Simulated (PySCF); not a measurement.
## Dipole response of Co²⁺ (cobalt, charge +2)

[Ar] 3d7, high-spin 4F determinant. Calculation: PySCF 2.14, in aug-cc-pwCVTZ; the non-relativistic Hamiltonian (point nucleus). Coupled (time-dependent) response in atomic units; α is the mean over directions.

```json
{"method": "UHF", "mean α (bohr³)": "2.827", "C₆ (like pair)": "7.947", "S(−4)": "3.511"}
{"method": "PBE", "mean α (bohr³)": "3.608", "C₆ (like pair)": "10.36", "S(−4)": "7.494"}
```

S(−4) is the Cauchy moment in α(ω) = α(0) + S(−4) ω² + …

α(iu) at PBE:

```csv
u (hartree),α(iu) (bohr³)
0,3.608
0.0500,3.589
0.100,3.536
0.200,3.348
0.300,3.105
0.500,2.622
0.750,2.150
1.00,1.803
1.50,1.327
2.00,1.019
3.00,0.6567
5.00,0.3397
```

A single London oscillator, α(iu) = α/(1 + u²/ω²), gives C₆ = (3/4) ω α². Matching the computed C₆ needs ω = 4 × 10.36 / (3 × 3.608²) = 1.06 hartree.

For an ion, C₆ is the dispersion term alone; charge-induced terms of lower order in 1/R come first.
